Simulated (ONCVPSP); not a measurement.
# zirconium: ONCV pseudisation with PBE, scalar-relativistic reference atom.

| Quantity | Value |
| --- | --- |
| Element | Zr (Z = 40) |
| Generator | ONCVPSP 4.0.1 |
| Type | optimised norm-conserving Vanderbilt (ONCV) |
| Functional | PBE |
| Relativity | scalar-relativistic |
| Frozen core | [Ar] 3d10 |
| Valence charge | 12 |
| Reference configuration | 4s2 4p6 4d3 5s1 |
| Partial waves | 4s+5s: rc 1.60 bohr, ncon 4, nbas 7, qcut 6.6 1/bohr, 2 projectors; 4p: rc 1.65 bohr, ncon 4, nbas 7, qcut 10 1/bohr, 1 projector; 4d: rc 1.85 bohr, ncon 4, nbas 8, qcut 5.3 1/bohr, 1 projector; f scattering state at 0.03 Ha: rc 1.40 bohr, ncon 3, nbas 7, qcut 8.1 1/bohr, local |
| Local potential | the f channel |
| Core correction | none |

(1) Estimate the cutoffs (Ha) at which the residual kinetic energy of the hardest occupied pseudo-wave falls to 1 and 0.1 mHa per electron.

(2) What does a ghost test show?

(3) Tests: 4s2 4p6 4d2 5s2; 4s2 4p6 4d2 5s1; 4s2 4p6 4d2 5s0; 4s2 4p6 4d2 5s0 5p1. Which has the largest error in its energy relative to the reference configuration, and how large is it?

Results:

(1) 26 Ha and 36 Ha.

(2) No bound ghost flagged; GHOST(+) flagged for s at 387.5 eV.

(3) 4s2 4p6 4d2 5s0 5p1, with +29 meV (all-electron minus pseudo) on +9.66 eV.
